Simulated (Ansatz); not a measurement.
Born–Oppenheimer molecular dynamics of BClH$_{5}$NO (9 atoms, charge 0, multiplicity 1). It starts at the highest image of a converged band. Of that band: The profile has 2 maxima (images 3, 5) with wells between them (image 4): this band takes more than one step, which may be the mechanism or a detour left from its start path. Neighbouring images differ by up to 1.4 eV, so the band resolves the path poorly. A vibrational analysis at the climbing image gives one clearly imaginary mode, 325i cm⁻¹: a first-order saddle point.

These are results of Ansatz 0.2.0, RHF/def2-SVP, not measurements.

| Item | Value |
| --- | --- |
| ensemble | NVE (velocity Verlet) |
| time step | 0.5 fs |
| steps asked | 200 |
| starting velocities drawn for | 300 K |
| seed | 7965 |

First frame:

```xyz
9
Properties=species:S:1:pos:R:3
B 0.050 0.246 -0.053
O -0.040 -0.150 1.427
H -0.907 -0.453 1.675
N 1.225 -0.161 -0.671
H 2.083 -0.239 -0.162
H 1.361 0.026 -1.643
H -0.998 0.367 -0.597
Cl 0.287 2.468 0.994
H 0.095 0.780 1.796
```

Problem. How far do the bonds stretch over the last three quarters of this one trajectory? (Pairs bonded in most of those frames.)

Solution. 
```
  bond  mean (Å)  spread (Å)  shortest  longest
 B1–N4     1.422       0.034      1.36     1.49
 B1–H7     1.199       0.013      1.17     1.22
B1–Cl8     1.874       0.136      1.70     2.22
 O2–H3     0.951       0.016      0.93     0.97
 O2–H9     0.952       0.008      0.94     0.98
 N4–H5     1.002       0.008      0.99     1.02
 N4–H6     1.004       0.006      0.99     1.02
```

Mean temperature of the second half: 813 K. The conserved energy stayed within 0.13 meV per atom of its start (net change 0.072 meV per atom), so the integration is sound. The kinetic energy rose, since the run started high on the potential surface and went downhill. It ends in pieces (BClH3N + H2O), so much of that is their flight and rotation, not heat. A run of 0.1 ps of so small a system gives no equilibrium averages. The orbitals stay closed-shell, which can raise the energy where a bond breaks towards radicals; this wasn't checked here.

The run took 3.9 min on 1 thread of Arm Neoverse V2 (shared host), peak memory 0.14 GiB.
